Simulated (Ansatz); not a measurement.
The first iterations of a band of ClH + H4Si + Zn (8 atoms, charge 0, multiplicity 1).

All numbers below come from RKS BLYP-D4/def2-SVP (Ansatz 0.2.0).

```
movable images  : 5
climbing image  : yes
spring          : 20.0 eV/Å²
optimiser       : quadratic models (default)
start path      : through a guess of the saddle point
force threshold : 0.03 eV/Å
iteration limit : 60
end points      : relaxed
```

Image 0:

```xyz
8
Properties=species:S:1:pos:R:3
Zn -2.708 -0.559 -0.717
H -0.693 -1.754 -1.044
Cl 0.522 -2.266 -1.138
H -0.242 -0.122 1.284
Si 0.584 0.909 0.577
H 0.395 2.230 1.265
H 2.032 0.530 0.613
H 0.111 1.032 -0.839
```

Image 6:

```xyz
8
Properties=species:S:1:pos:R:3
Zn -0.866 -0.118 -0.708
H -0.145 -2.912 0.354
Cl -2.073 -1.732 -1.459
H 0.408 -3.105 0.850
Si 0.447 1.664 0.103
H -0.417 2.714 0.744
H 1.430 1.177 1.129
H 1.216 2.311 -1.013
```

| iteration | highest image above the first end (eV) | largest band force component (eV/Å) |
| --- | --- | --- |
| 1 | 3.970 | 23.191 |
| 2 | 1.631 | 5.931 |
| 3 | 1.526 | 3.071 |
| 4 | 1.499 | 0.989 |
| 5 | 1.390 | 0.683 |
| 6 | 1.372 | 0.674 |
| 7 | 1.301 | 0.788 |
| 8 | 1.074 | 0.810 |
| 9 | 0.772 | 1.391 |
| 10 | 0.527 | 0.687 |
| 11 | 0.339 | 1.232 |

Task: Does the band converge within its limit, and where does its top end?

Result: It converged. It ended after 34 iterations with the highest image 1.503 eV above the first end. Neighbouring images differ by up to 2.5 eV, so the band resolves the path poorly. The order of the stationary point at the top wasn't checked. The orbitals stay closed-shell, which can raise the energy where a bond breaks towards radicals; this wasn't checked here.

Time of the run: 4.5 min on 2 threads of Arm Neoverse V1 (shared host), peak memory 0.14 GiB.
